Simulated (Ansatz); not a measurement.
cis-NiBr2(NH3)2 (NiBr₂N₂H₆), relaxed as a singlet with RKS PBE-D4/def2-SVP in Ansatz, starting from the GFN2-xTB geometry. Force threshold 0.02 eV/Å.

At PBE-D4/def2-SVP a triplet of charge 0 lies 0.16 eV below the restricted singlet, each at its own geometry.

Start:

```xyz
11

Ni   -0.5403    0.7918    0.0141
Br   -2.6924    1.2018    0.1777
Br   -0.1376    2.9491   -0.0943
N     1.5313    0.3548   -0.1570
H     1.7680   -0.0915   -1.0404
H     1.9145   -0.2122    0.5961
H     2.0048    1.2593   -0.1366
N    -0.8879   -1.2975    0.1363
H    -1.9020   -1.4130    0.1004
H    -0.5715   -1.6912    1.0202
H    -0.4868   -1.8515   -0.6165
```

(1) Estimate the energy that the relaxation releases and the steps that it takes.

(2) Does the start keep its bonding and symmetry?

(3) Predict the relaxed structure.

## Answers

(1) 8.8 kcal/mol, in 6 steps; 11 s on 4 threads of Arm Neoverse V2 on a shared host. No frequencies were taken in this run, so the end may be a saddle point.

(2) By distances, no bond broke or formed. The bond that changes most is Ni1–N4, from 2.12 to 1.95 Å (atoms count from 1). Point group C2 at the start, C2 at the end, both within 0.05 Å.

(3) 
```xyz
11

Ni   -0.4524    0.6637    0.0118
Br   -2.7292    1.0261    0.1815
Br    0.0396    2.9190   -0.1121
N     1.4698    0.3517   -0.1435
H     1.7705   -0.1024   -1.0199
H     1.9185   -0.1577    0.6333
H     1.8479    1.3209   -0.1526
N    -0.8622   -1.2429    0.1276
H    -1.9025   -1.2426    0.1338
H    -0.5532   -1.7030    0.9979
H    -0.5469   -1.8327   -0.6578
```
Bond lengths: 2 × Br–Ni 2.31 Å; 2 × N–Ni 1.95 Å; 6 × H–N 1.03 to 1.04 Å.
